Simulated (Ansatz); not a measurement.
Calculated with Ansatz (gas phase, PBE0-D4/def2-TZVP geometries, no zero-point term in ΔE). CCSD(T)/CBS is the MP2 limit (def2-TZVPP, def2-QZVPP) plus CCSD(T) − MP2 in def2-TZVPP, frozen cores. This one scheme is used for every species. Functionals use def2-TZVPP. B3LYP here is the variant with VWN-RPA as its local correlation; programs differ in this. Each species was taken in one conformer, which may not be the lowest.

Reaction (ligand exchange at a B–C bond): `CBC#CCC` + `N[SiH3]` → `CBN[SiH3]` + `C#CCC`

```
             level  ΔE (eV)
          B3LYP-D4    -0.73
            B2PLYP    -0.72
              PBE0    -0.68
SCS-MP2/def2-QZVPP    -0.77
```

Problem. What does CCSD(T)/CBS give? (Estimate.)

Solution. Computed: -0.78 eV. The listed levels differ from it by 0.05, 0.06, 0.10, 0.01 eV.

Largest T1 diagnostic among the species: 0.012.

The D4 term adds −0.05 eV with B3LYP and −0.03 eV with PBE0; it sums over pairs of atoms, weighted by their polarisabilities, and B3LYP, whose exchange is more repulsive, gets the larger term. In def2-TZVPP, CCSD(T) changes the Hartree–Fock value by −0.08 eV (the triples alone add −0.00 eV) and MP2 by −0.07 eV.
